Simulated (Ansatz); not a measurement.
Consider the germylene formation by 1,1-elimination: `[Br][GeH2][Br]` → HBr + `[GeH][Br]`.

Gas-phase electronic energies from Ansatz, PBE0-D4/def2-TZVP geometries. CCSD(T)/CBS adds triple-zeta CCSD(T) − MP2 to the extrapolated MP2 energy (def2 sets, frozen cores). DFT in def2-TZVPP. HSE06 is defined as in plane-wave codes. For Br, Ge outer-core shells are correlated without core-valence functions, which leaves a few kJ/mol of doubt a bond. Scalar relativity is left out up to krypton.

| level | ΔE (kcal/mol) |
| --- | --- |
| r2SCANh-D4 | 48.4 |
| HSE06-D4 | 46.7 |
| B2PLYP | 43.0 |
| MP2/def2-SVP | 48.5 |

Question: What does CCSD(T)/CBS give? (Best estimate.)

Answer: Ansatz gave: +45.0 kcal/mol. The listed levels differ from it by 3.4, 1.7, -2.0, 3.5 kcal/mol.

Largest T1 diagnostic among the species: 0.011.

From BLYP to BHLYP (50 % exact exchange), in def2-TZVPP and without D4, ΔE moves by +9.9 kcal/mol. Leaving LDA and LC-ωPBE aside and taking each functional with its dispersion term where it has one, the values, not all of them listed here, spread over 14.2 kcal/mol, from BLYP-D4 to PBE-QIDH. LDA lies +8.1 kcal/mol from PBE without D4. The D4 term adds +2.7 kcal/mol with B3LYP and +1.5 kcal/mol with PBE0; it sums over pairs of atoms, weighted by their polarisabilities, and B3LYP, whose exchange is more repulsive, gets the larger term.

B3LYP here is the variant with VWN-RPA as its local correlation; programs differ in this.
